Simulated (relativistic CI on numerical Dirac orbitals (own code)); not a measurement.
Hyperfine structure of Cs23+, mass number 134

Computed by Dirac-Coulomb-Breit CI, orbitals from a KLI potential per configuration, model QED, unscaled Slater integrals (own radial code, finite nucleus).

CI space (outside the closed core [Ar] 3d10): 4s2.4p2, 4s.4p3, 4s2.4p.4d, 4p4, 4s.4p2.4d, 4s2.4p.4f, 4s.4p2.4f, 4p3.4d, 4s.4p.4d2, 4s2.4d.4f, 4p3.4f, 4s2.4d2, 4s.4d3, 4s.4d2.4f, 4p2.4d2, 4p.4d3, 4p.4d2.4f, 4s2.4f2, 4s.4d.4f2, 4s.4f3, 4p2.4f2, 4p.4d.4f2, 4p.4f3, 4s.4p.4d.4f. Double excitations out of closed p, d and f shells are left out; levels of such configurations are missing from the list, as are those of other unlisted configurations, and high levels can miss mixing partners.

Nuclear spin I = 4, μ = 2.9893 μN, Q = 0.37 b (tables of Stone and Pyykkö). The electronic factors are computed for point nuclear moments, without core polarisation or the Bohr-Weisskopf and QED corrections.

```json
{"Level": "4s2.4p2 3P_1", "E (cm⁻¹)": "126368", "A (MHz)": "-4508", "B (MHz)": "5800"}
{"Level": "4s2.4p2 1D_2", "E (cm⁻¹)": "147758", "A (MHz)": "28640", "B (MHz)": "7210"}
{"Level": "4s2.4p2 3P_2", "E (cm⁻¹)": "290408", "A (MHz)": "13290", "B (MHz)": "4350"}
{"Level": "4s.4p3 5S°_2", "E (cm⁻¹)": "534639", "A (MHz)": "71270", "B (MHz)": "5480"}
{"Level": "4s.4p3 3D°_1", "E (cm⁻¹)": "614320", "A (MHz)": "-40420", "B (MHz)": "9990"}
{"Level": "4s.4p3 3D°_2", "E (cm⁻¹)": "661737", "A (MHz)": "50800", "B (MHz)": "10200"}
{"Level": "4s.4p3 3D°_3", "E (cm⁻¹)": "698754", "A (MHz)": "63200", "B (MHz)": "-835"}
{"Level": "4s.4p3 3P°_1", "E (cm⁻¹)": "762048", "A (MHz)": "63170", "B (MHz)": "-10700"}
```

Levels with J = 0, under 50 % of one LS term, or S terms without an open s electron are left out. Small factors come from cancelling terms and can be off by tens of per cent or more.

At this charge energies of transitions that change n are usually good to better than 1 %, and those within a shell (Δn = 0) to a few per cent.

Give the hyperfine levels of 4s2.4p2 1D_2 relative to its centre of gravity.

With K = F(F + 1) − I(I + 1) − J(J + 1), E = AK/2 + B[¾K(K + 1) − I(I + 1)J(J + 1)]/[2I(2I − 1)J(2J − 1)]: F = 2: -282900, F = 3: -200200, F = 4: -88030, F = 5: 55030, F = 6: 231000 MHz.

LS names give the leading component of a level, which can be under half, so a name can repeat, a term be missing and a line seem to break the LS rules.
